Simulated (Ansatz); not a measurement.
Consider the formal exchange of groups at a B–N bond: `CSB(N)F` + `C=CC(=C)Cl` → `CSB(F)Cl` + `C=CC(=C)N`.

Calculated with Ansatz (gas phase, PBE0-D4/def2-TZVP geometries, no zero-point term in ΔE). CBS: MP2 limit from def2 TZ/QZ plus the TZ coupled-cluster correction, frozen cores. Functionals use def2-TZVPP. B3LYP here is the variant with VWN-RPA as its local correlation; programs differ in this. One conformer a species, not always the lowest.

`CSB(N)F`:

```xyz
10

C    -0.925   -0.520    1.612
S    -0.649    0.868    0.485
B     0.467    0.114   -0.734
N     0.954    0.840   -1.823
F     0.835   -1.168   -0.594
H     0.010   -0.844    2.067
H    -1.597   -0.162    2.390
H    -1.390   -1.356    1.093
H     1.572    0.426   -2.500
H     0.724    1.801   -1.996
```

`C=CC(=C)Cl`:

```xyz
10

C     1.673   -0.691   -0.338
C     0.501   -0.095   -0.533
C    -0.531    0.126    0.465
C    -1.687    0.732    0.206
Cl   -0.209   -0.440    2.072
H     1.959   -1.076    0.633
H     2.377   -0.808   -1.153
H     0.243    0.281   -1.520
H    -1.888    1.086   -0.798
H    -2.439    0.885    0.966
```

`CSB(F)Cl`:

Cartesian coordinates in Å:
```
C 0.491 -0.397 1.128
S 1.036 0.133 -0.516
B -0.522 0.462 -1.318
F -1.678 0.298 -0.697
Cl -0.534 1.018 -2.980
H 1.393 -0.619 1.697
H -0.062 0.398 1.625
H -0.123 -1.292 1.061
```

`C=CC(=C)N`:

```xyz
12

C    -1.416    0.670    1.143
C    -0.183    0.200    0.973
C     0.397   -0.234   -0.296
C     1.588   -0.853   -0.310
N    -0.371   -0.028   -1.433
H    -1.765    0.977    2.121
H    -2.127    0.740    0.327
H     0.480    0.116    1.828
H     2.103   -1.065    0.617
H     2.050   -1.188   -1.231
H    -0.879    0.843   -1.439
H     0.122   -0.179   -2.299
```

```csv
level,ΔE (kcal/mol),difference from CCSD(T)/CBS
PBE-D4,0.7,-2.3
r2SCAN-D4,1.0,-2.0
PBE0-D4,1.2,-1.8
B3LYP-D4,2.2,-0.8
ωB97X-V,2.0,-1.0
ωB97M-V,2.2,-0.8
B2PLYP,2.3,-0.7
PBE,0.8,-2.2
r2SCAN,1.0,-2.0
PBE0,1.2,-1.8
B3LYP,2.2,-0.8
HF/def2-TZVPP,2.9,-0.1
MP2/def2-TZVPP,2.3,-0.7
SCS-MP2/def2-TZVPP,2.9,-0.1
CCSD/def2-TZVPP,2.6,-0.4
CCSD(T)/def2-TZVPP,2.4,-0.6
HF/def2-QZVPP,2.9,-0.1
MP2/def2-QZVPP,2.7,-0.3
SCS-MP2/def2-QZVPP,3.2,0.2
HF/CBS(def2),2.9,-0.1
MP2/CBS(def2),2.9,-0.1
CCSD/CBS(def2),3.2,0.2
CCSD(T)/CBS,3.0,0
```

Largest T1 diagnostic among the species: 0.012.
